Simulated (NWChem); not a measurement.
System: CH5ClGe; SMILES [CH3][GeH2][Cl]

Computed with NWChem. Pople sets run with spherical d functions. STO-3G and 3-21G are far too small for this property and stand as cheap habits. The geometry was optimised at PBE-D3(BJ)/def2-SVP. Field at 589 nm.

Question: Order these runs by computing time, cheapest first, and give rough ratios: B3LYP/STO-3G; B3LYP/def2-SVP; B3LYP/aug-cc-pVDZ.

Answer: B3LYP/STO-3G (1), B3LYP/def2-SVP (6), B3LYP/aug-cc-pVDZ (90). Ratios are rough, from one shared machine; the cheapest took around 12 core-seconds (rough). What differs between the cheapest and the dearest: isotropic polarisability (bohr³) 22.6 → 62.3; anisotropy (bohr³) 12.5 → 15.0.
